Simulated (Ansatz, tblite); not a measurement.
Isomers of Zn₂Se⁺ (doublet), found by a short tight-binding search and relaxed with r2SCAN-D4/def2-TZVP in Ansatz.

The xTB rows come from tblite. Correlated methods freeze 27 core orbitals; core or outer-core shells of Se are correlated, in sets that lack core-valence functions. In CCSD on the charge 1 doublet the largest single amplitude is 0.31, so its Hartree–Fock determinant may place the open shell otherwise than the density functionals do.

Other spin states were run for one of them alone.

A:

```csv
atom,x (Å),y (Å),z (Å)
Zn1,0.167,-1.858,-0.559
Zn2,-0.214,1.423,1.313
Se3,0.047,0.436,-0.754
```

B:

```xyz
3

Zn   -0.367   -0.576   -1.314
Zn   -0.489    1.233    0.659
Se    0.856   -0.657    0.655
```

Problem. Estimate their order by electronic energy at CCSD(T)/def2-TZVP, counted from the lowest.

Solution. B (0.0) < A (0.6), in kcal/mol.

Problem. Do the other levels pick the same lowest one?

Solution. Not GFN2-xTB, HF/def2-TZVP, PBE-D4/def2-TZVP, r2SCAN-D4/def2-TZVP, B97M-V/def2-TZVP, PBE0-D4/def2-TZVP, CCSD/def2-TZVP. Energies above each level's lowest (kcal/mol):

| level | A | B |
| --- | --- | --- |
| GFN1-xTB | 1.0 | 0.0 |
| GFN2-xTB | 0.0 | 4.5 |
| HF/def2-TZVP | 0.0 | 4.2 |
| PBE-D4/def2-TZVP | 0.0 | 2.9 |
| r2SCAN-D4/def2-TZVP | 0.0 | 1.1 |
| B97M-V/def2-TZVP | 0.0 | 2.0 |
| PBE0-D4/def2-TZVP | 0.0 | 1.9 |
| MP2/def2-TZVP | 1.7 | 0.0 |
| CCSD/def2-TZVP | 0.0 | 0.1 |
| CCSD(T)/def2-TZVP | 0.6 | 0.0 |
Point groups (tolerance 0.1 Å): A C2v, B C2v. Lower isomers may exist.
